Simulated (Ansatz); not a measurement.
Predict a relaxed structure of SiH2MeEt (C3H10Si), charge 0, singlet, at PBE0-D4/def2-SVP (Ansatz).


```xyz
14

C     0.028    1.979    1.195
C     0.274   -0.327   -0.883
C     0.050   -1.795   -1.234
Si   -0.316    0.165    0.841
H    -1.787   -0.105    0.957
H     0.373   -0.691    1.863
H    -0.485    2.627    0.467
H     1.107    2.192    1.140
H    -0.320    2.259    2.201
H     1.347   -0.072   -0.957
H    -0.237    0.327   -1.612
H     0.406   -2.033   -2.249
H     0.579   -2.464   -0.537
H    -1.018   -2.063   -1.192
```
Point group Cs (tolerance 0.1 Å). This is one stationary point.

Another isomer (singlet) lies 0.56 eV lower at PBE0-D4/def2-TZVP; other spin states weren't run for this one.
